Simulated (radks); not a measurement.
Problem. All-electron atom: Sb II in [Kr] 4d10 5s2 5p2 (the NIST ground configuration). All-electron calculation, Dirac Kohn-Sham, Slater X-alpha with alpha = 0.791, spin-unpolarised, spherical densities, finite nucleus; open shells are shared between the two j in proportion to 2j + 1; Fermi nuclear charge, rms radius 4.6802 fm. Program: a radial shooting solver on a logarithmic mesh with Libxc functionals.

Spin-orbit splittings of the eigenvalues, e(l+1/2) - e(l-1/2), with zeta = 2 splitting/(2l+1) and mean radii in bohr:

shell  occ.  splitting (eV)  zeta (eV)  <r> j=l-1/2  <r> j=l+1/2
2p        6           253.1      168.7       0.1031       0.1086
3p        6           46.87      31.25       0.3199       0.3313
3d       10           9.797      3.919       0.3020       0.3056
4p        6           8.784      5.856       0.8273       0.8566
4d       10           1.289     0.5157        1.009        1.022
5p        2               ?          ?        2.547        2.648

Estimate the 5p splitting.

Solution. 0.7957 eV (zeta = 0.5305 eV).
